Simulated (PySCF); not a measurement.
PySCF 2.14 output of an unrestricted BP86 calculation on a single atom or ion in def2-TZVPPD with the def2 core potential (60 electrons), with a scalar-relativistic core potential:

```
SCF conv_tol = 1e-09
number electrons alpha = 9  beta = 7
    A. D. Becke.,  Phys. Rev. A 38, 3098 (1988)
    J. P. Perdew.,  Phys. Rev. B 33, 8822 (1986)
cycle= 1 E= -118.343584957155  delta_E= -0.00941  |g|= 0.0261  |ddm|= 0.314
cycle= 2 E= -118.343673071023  delta_E= -8.81e-05  |g|= 0.0232  |ddm|= 0.0324
cycle= 3 E= -118.343849690441  delta_E= -0.000177  |g|= 0.000613  |ddm|= 0.0156
cycle= 4 E= -118.343849835999  delta_E= -1.46e-07  |g|= 4.48e-05  |ddm|= 0.000452
cycle= 5 E= -118.343849836812  delta_E= -8.13e-10  |g|= 9.17e-07  |ddm|= 3.53e-05
converged SCF energy = -118.343849836812  <S^2> = 2.0005966  2S+1 = 3.0003977
```

The run itself started from symmetry-adapted Hartree-Fock orbitals and held the occupation by maximum overlap, on a logarithmic radial grid, so the iterations belong to that start.

Question: Which element, charge and spin multiplicity is this?

Answer: Pt²⁺ (platinum, charge +2), multiplicity 3; the state was [Xe] 4f14 5d8, high-spin 3F determinant.

Energies and moments cover only the electrons outside the core potential. Spin-orbit coupling, absent here, splits the open shell strongly.
